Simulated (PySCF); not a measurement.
Si(F)(OH)2(SiH3) (FH5O2Si2), SMILES O[Si]([SiH3])(F)O. The structure is a stationary point at PBE-D3(BJ)/def2-SVP. The structure was generated by enumeration, and PubChem lists no compound with its InChIKey, so it may never have been made. Other conformers were not sampled.

Computed equilibrium geometry at PBE-D3(BJ)/def2-SVP (PySCF confirms it by a frequency run) as a Z-matrix (one conformer of several):
```
Si
F 1 1.6450
O 1 1.6594 2 111.31
H 3 0.9749 1 115.16 2 77.97
O 1 1.6720 2 106.94 3 117.14
H 5 0.9732 1 115.68 2 39.43
Si 1 2.3362 2 107.94 5 124.65
H 7 1.5036 1 110.85 2 60.95
H 7 1.5038 8 109.45 1 -121.55
H 7 1.5058 8 108.72 9 -118.53
```
